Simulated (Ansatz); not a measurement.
The first iterations of a band of AlF3H2O (7 atoms, charge 0, multiplicity 1).

Computed with RHF/def2-SVP (Ansatz 0.2.0).

```
movable images  : 9
climbing image  : yes
spring          : 5.0 eV/Å²
optimiser       : quadratic models (default)
start path      : through a guess of the saddle point
force threshold : 0.5 eV/Å
iteration limit : 60
end points      : relaxed
```

Initial state:

```xyz
7
Properties=species:S:1:pos:R:3
Al -0.082 0.097 0.144
O -0.288 -0.057 1.830
H -0.486 -0.765 2.415
F 1.361 -0.301 -0.537
F -1.398 0.090 -0.842
F 0.132 1.987 0.665
H -0.001 1.808 1.566
```

Final state:

```xyz
7
Properties=species:S:1:pos:R:3
Al 0.041 0.485 -0.082
O -0.093 0.176 1.830
H -0.817 -0.362 2.133
F 1.410 -0.290 -0.566
F -1.401 -0.219 -0.483
F 0.101 2.135 0.011
H -0.003 0.933 2.398
```

| iteration | highest image above the first end (eV) | largest band force component (eV/Å) |
| --- | --- | --- |
| 1 | 1.753 | 5.537 |
| 2 | 0.440 | 2.137 |

**Question.** Does the band converge within its limit, and where does its top end?

**Answer.** The run converged. It ended after 5 iterations with the highest image 0.125 eV above the first end. The threshold of 0.5 eV/Å is loose, so the images may lie well off the minimum-energy path. The order of the stationary point at the top wasn't checked. The orbitals stay closed-shell, which can raise the energy where a bond breaks towards radicals; this wasn't checked here.

The run took 54 s on 1 thread of Arm Neoverse V2, with other jobs on the host, peak memory 0.14 GiB.
